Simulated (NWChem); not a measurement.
System: CH2Cl2O2Si; SMILES Cl[SiH](Cl)C(O)=O

Parts of the log:

```
             Northwest Computational Chemistry Package (NWChem) 7.3.0
             --------------------------------------------------------

                             Geometry "geometry" -> ""
                             -------------------------

 Output coordinates in angstroms (scale by  1.889725989 to convert to a.u.)

  No.       Tag          Charge          X              Y              Z
 ---- ---------------- ---------- -------------- -------------- --------------
    1 O                    8.0000    -1.30506400    -1.78064600     0.00000000
    2 C                    6.0000    -0.13415400    -1.51872100     0.00000000
    3 O                    8.0000     0.83533900    -2.44144300     0.00000000
    4 Si                  14.0000     0.55574600     0.27834600     0.00000000
    5 Cl                  17.0000    -0.17153400     1.19591500    -1.68248600
    6 Cl                  17.0000    -0.17153400     1.19591500     1.68248600
    7 H                    1.0000     0.40423900    -3.31512700     0.00000000
    8 H                    1.0000     2.03436500     0.34246300     0.00000000

 Effective nuclear repulsion energy (a.u.)     426.8807711074

  xc_inp: hfexch multiplicative factor not found.

                                 NWChem DFT Module
                                 -----------------

 Summary of "ao basis" -> "ao basis" (spherical)
 ------------------------------------------------------------------------------
       Tag                 Description            Shells   Functions and Types
 ---------------- ------------------------------  ------  ---------------------
 O                           6-31g*                  6       14   3s2p1d
 C                           6-31g*                  6       14   3s2p1d
 Si                          6-31g*                  8       18   4s3p1d
 Cl                          6-31g*                  8       18   4s3p1d
 H                           6-31g*                  2        2   2s

            General Information
            -------------------
          SCF calculation type: DFT
          Wavefunction type:  closed shell.
          No. of atoms     :     8
          No. of electrons :    72
           Alpha electrons :    36
            Beta electrons :    36
          Charge           :     0
          Spin multiplicity:     1
          Use of symmetry is: off; symmetry adaption is: off
          Maximum number of iterations: 150
          AO basis - number of functions:   100
                     number of shells:    46
          Convergence on energy requested:  1.00D-06
          Convergence on density requested:  1.00D-05
          Convergence on gradient requested:  5.00D-04

              XC Information
              --------------
                     Hartree-Fock (Exact) Exchange  1.000

      Superposition of Atomic Density Guess
      -------------------------------------

 Sum of atomic energies:       -1395.88389665

      Non-variational initial energy
      ------------------------------

 Total energy =   -1397.865627
 1-e energy   =   -2779.512667
 2-e energy   =     954.766269
 HOMO         =      -0.320053
 LUMO         =      -0.003746

     ---------------------------------------------
      Total Density - Mulliken Population Analysis
     ---------------------------------------------

    Atom       Charge   Shell Charges
 -----------   ------   -------------------------------------------------------
    1 O    8     8.84   2.00  0.96  3.11  0.93  1.83  0.02
    2 C    6     5.11   2.00  0.68  1.42  0.50  0.40  0.11
    3 O    8     8.75   2.00  0.93  3.00  0.91  1.89  0.02
    4 Si  14    12.98   2.00  2.00  5.97  0.93  1.37  0.22  0.32  0.18
    5 Cl  17    17.40   2.00  2.00  5.98  1.37  3.71  0.57  1.76  0.01
    6 Cl  17    17.40   2.00  2.00  5.98  1.37  3.71  0.57  1.76  0.01
    7 H    1     0.48   0.35  0.13
    8 H    1     1.04   0.47  0.57

[...]

                     NWChem Electrostatic Potential Fit Module
                     -----------------------------------------

 Atom parameters

 Number of atoms is                                    8
 Number of basis functions is                        100

 Grid parameters

 Maximum number of grid points is                  38196
 Number of grid points is                          38195
 Grid range                                     0.300000 nm
 Grid spacing                                   0.020000 nm
 Probe radius                                   0.070000 nm
 Atom radius factor                             1.000000

 Atomic radii

    1    0.100000
    6    0.147000
    8    0.136000
   14    0.187000
   17    0.169000
 FASTESP  F
  using M.O. file = ./job.movecs

    Atom              Coordinates                           Charge

                                                  ESP

    1 O    -0.130506   -0.178065    0.000000   -0.586842
    2 C    -0.013415   -0.151872    0.000000    0.711050
    3 O     0.083534   -0.244144    0.000000   -0.699524
    4 Si    0.055575    0.027835    0.000000    0.639769
    5 Cl   -0.017153    0.119592   -0.168249   -0.234207
    6 Cl   -0.017153    0.119592    0.168249   -0.234038
    7 H     0.040424   -0.331513    0.000000    0.483377
    8 H     0.203437    0.034246    0.000000   -0.079585
                                            ------------
                                                0.000000

 Dipole moment                                  1.229479

 Quadrupole moment Qxx                         -5.010268
                   Qyy                          6.553628
                   Qzz                         -1.543360

 RMS deviation kJ/mol                           0.067935

 RRMS %                                        23.415805
```

Level: Hartree-Fock/6-31G* (spherical d). All runs use the structure optimised with PBE0/def2-SVP.

### Question
Reconstruct the input file.

### Answer
This is not unique; one that fits is the input that was run:
```
start job
memory heap 200 mb stack 900 mb global 1100 mb
geometry units angstroms noautosym nocenter noautoz
  O     -1.305064    -1.780646     0.000000
  C     -0.134154    -1.518721     0.000000
  O      0.835339    -2.441443     0.000000
  Si     0.555746     0.278346     0.000000
  Cl    -0.171534     1.195915    -1.682486
  Cl    -0.171534     1.195915     1.682486
  H      0.404239    -3.315127     0.000000
  H      2.034365     0.342463     0.000000
end
basis spherical
  * library 6-31g*
end
dft
  xc hfexch
  iterations 150
  mulliken
end
task dft energy
esp
  recalculate
  probe 0.07
  range 0.3
  factor 1.0
  spacing 0.02
end
task esp
```
